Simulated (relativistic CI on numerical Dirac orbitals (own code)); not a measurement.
# Hyperfine structure of Ti10+, mass number 47

Computed by Dirac-Coulomb-Breit CI, KLI orbitals optimised for each configuration, QED by a radiative potential, unscaled Slater integrals (own radial code, finite nucleus).

Configuration list (outside the closed core [Ne]): 3s2, 3s.3p, 3p2, 3s.3d, 3d2, 3p.3d, 3p.4s, 3s.4s, 3s.4p, 3d.4s, 3s.4d, 3s.4f, 3s.5s, 3s.5p, 3s.5d, 4s2. Levels of other configurations are missing.

Nuclear spin I = 5/2, μ = -0.78814 μN, Q = 0.302 b (tables of Stone and Pyykkö). The electronic factors are computed for point nuclear moments, without core polarisation or the Bohr-Weisskopf and QED corrections.

| Level | E (cm⁻¹) | A (MHz) | B (MHz) |
| --- | --- | --- | --- |
| 3s.3p 3P°_1 | 174401 | -5555 | -694 |
| 3s.3p 3P°_2 | 179978 | -4168 | 1370 |
| 3s.3p 1P°_1 | 262857 | -914.2 | 1320 |
| 3p2 1D_2 | 408381 | -1327 | 1940 |
| 3p2 3P_1 | 414978 | 40.29 | 678 |
| 3p2 3P_2 | 421334 | -741.8 | -1110 |
| 3s.3d 3D_1 | 502575 | 3236 | 83.9 |
| 3s.3d 3D_2 | 502852 | -1388 | 120 |

Levels with J = 0, under 50 % of one LS term, or S terms without an open s electron are left out. Small factors come from cancelling terms and can be off by tens of per cent or more.

At this charge energies of transitions that change n are usually good to better than 1 %, and those within a shell (Δn = 0) to a few per cent.

Task: Give the hyperfine levels of 3s.3p 3P°_1 relative to its centre of gravity.

Result: With K = F(F + 1) − I(I + 1) − J(J + 1), E = AK/2 + B[¾K(K + 1) − I(I + 1)J(J + 1)]/[2I(2I − 1)J(2J − 1)]: F = 3/2: 18950, F = 5/2: 6110, F = 7/2: -14060 MHz.

LS names give the leading component of a level, which can be under half, so a name can repeat, a term be missing and a line seem to break the LS rules.
